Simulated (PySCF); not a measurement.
C2H2F3O2, charge +1, singlet, at a GFN2-xTB geometry; PBE/STO-3G (PySCF).

PySCF was given this input:
```python
from pyscf import gto, scf, dft

mol = gto.Mole()
mol.atom = '''
    O     1.60853260   -0.88459897    0.02028416
    C     0.90805593    0.14957858   -0.08119017
    O     1.25456321    1.33780754   -0.27055162
    C    -0.66666345   -0.09815298    0.05643252
    F    -1.30533713    1.03736901   -0.08535804
    F    -0.89868137   -0.60744521    1.24860373
    F    -1.03378219   -0.94934942   -0.87846494
    H     2.59287415   -0.88028630   -0.04247575
    H     2.19421086    1.62089485   -0.36986561
'''
mol.basis = 'sto-3g'
mol.charge = 1
mol.verbose = 4
mol.build()

mf = dft.RKS(mol)
mf.xc = 'pbe'
mf.grids.atom_grid = (75, 302)
mf.kernel()
mf.analyze()
```

Q: What does PySCF print? Leave out banner, timings and long lists.

A: 
```
PySCF version 2.14.0

[INPUT] verbose = 4
[INPUT] num. atoms = 9
[INPUT] num. electrons = 56
[INPUT] charge = 1
[INPUT] spin (= nelec alpha-beta = 2S) = 0
[INPUT] symmetry False subgroup None
[INPUT] Mole.unit = angstrom
[INPUT] Symbol           X                Y                Z      unit          X                Y                Z       unit  Magmom
[...]
nuclear repulsion = 349.884478314929
number of shells = 23
number of NR pGTOs = 111
number of NR cGTOs = 37
basis = sto-3g
ecp = {}

******** <class 'pyscf.dft.rks.RKS'> ********
method = RKS
initial guess = minao
damping factor = 0
level_shift factor = 0
DIIS = <class 'pyscf.scf.diis.CDIIS'>
diis_start_cycle = 1
diis_space = 8
diis_damp = 0
SCF conv_tol = 1e-09
SCF conv_tol_grad = None
SCF max_cycles = 50
direct_scf = True
direct_scf_tol = 1e-13
XC library pyscf.dft.libxc version 7.1.2
    S. Lehtola, C. Steigemann, M. J. T. Oliveira, and M. A. L. Marques,  SoftwareX 7, 1–5 (2018)
XC functionals = pbe
    J. P. Perdew, K. Burke, and M. Ernzerhof,  Phys. Rev. Lett. 77, 3865 (1996)
    J. P. Perdew, K. Burke, and M. Ernzerhof,  Phys. Rev. Lett. 78, 1396 (1997)
    J. P. Perdew, K. Burke, and M. Ernzerhof,  Phys. Rev. Lett. 77, 3865 (1996)
    J. P. Perdew, K. Burke, and M. Ernzerhof,  Phys. Rev. Lett. 78, 1396 (1997)
radial grids:
    Treutler-Ahlrichs [JCP 102, 346 (1995); DOI:10.1063/1.469408] (M4) radial grids

becke partition: Becke, JCP 88, 2547 (1988); DOI:10.1063/1.454033
pruning grids: <function nwchem_prune>
grids dens level: 3
symmetrized grids: False
atomic radii adjust function: <function treutler_atomic_radii_adjust>
User specified grid scheme (75, 302)
small_rho_cutoff = 0
Set gradient conv threshold to 3.16228e-05
Initial guess from minao.
tot grids = 128864
init E= -520.954774504776
[...]
cycle= 1 E= -518.874594722633  delta_E= 2.08  |g|=    1  |ddm|= 4.13
[...]
cycle= 2 E= -516.324930037499  delta_E= 2.55  |g|= 2.58  |ddm|= 5.17
[...]
cycle= 3 E= -519.075907504715  delta_E= -2.75  |g|= 0.563  |ddm|= 4.71
[...]
cycle= 4 E= -519.195247472478  delta_E= -0.119  |g|= 0.0755  |ddm|= 0.977
[...]
cycle= 5 E= -519.196128525936  delta_E= -0.000881  |g|= 0.0727  |ddm|= 0.275
[...]
cycle= 6 E= -519.197699490707  delta_E= -0.00157  |g|= 0.0124  |ddm|= 0.108
[...]
cycle= 7 E= -519.197719374789  delta_E= -1.99e-05  |g|= 0.00979  |ddm|= 0.0271
[...]
cycle= 8 E= -519.197747547395  delta_E= -2.82e-05  |g|= 0.000614  |ddm|= 0.0126
[...]
cycle= 9 E= -519.197747752615  delta_E= -2.05e-07  |g|= 0.000201  |ddm|= 0.00192
[...]
cycle= 10 E= -519.197747764678  delta_E= -1.21e-08  |g|= 8.3e-05  |ddm|= 0.00048
[...]
cycle= 11 E= -519.197747767229  delta_E= -2.55e-09  |g|= 4.8e-06  |ddm|= 0.000147
[...]
cycle= 12 E= -519.197747767221  delta_E= 7.05e-12  |g|= 6.46e-06  |ddm|= 1.89e-05
[...]
Extra cycle  E= -519.197747767187  delta_E= 3.46e-11  |g|= 1.19e-05  |ddm|= 3.07e-05
converged SCF energy = -519.197747767187
**** SCF Summaries ****
Total Energy =                        -519.197747767186911
Nuclear Repulsion Energy =             349.884478314928572
One-electron Energy =                -1403.572962755634762
Two-electron Energy =                  534.490736673519336
Two-electron Coulomb Energy =          593.900737459639799
DFT Exchange-Correlation Energy =      -59.410000786120428
HOMO-LUMO gap [eV] =                     3.195611494966243
**** MO energy ****
[...]
 ** Mulliken pop on meta-lowdin orthogonal AOs  **
 ** Mulliken pop  **
[...]
 ** Mulliken atomic charges  **
charge of    0O =      0.01126
charge of    1C =      0.16781
charge of    2O =      0.01345
charge of    3C =      0.24134
charge of    4F =      0.01314
charge of    5F =      0.01464
charge of    6F =      0.01460
charge of    7H =      0.26171
charge of    8H =      0.26204

WARN: System has nonzero charge 1; the dipole moment is origin-dependent.
Location of origin: [0. 0. 0.]

Dipole moment(X, Y, Z, Debye):  7.61695,  1.18030, -0.65476
```
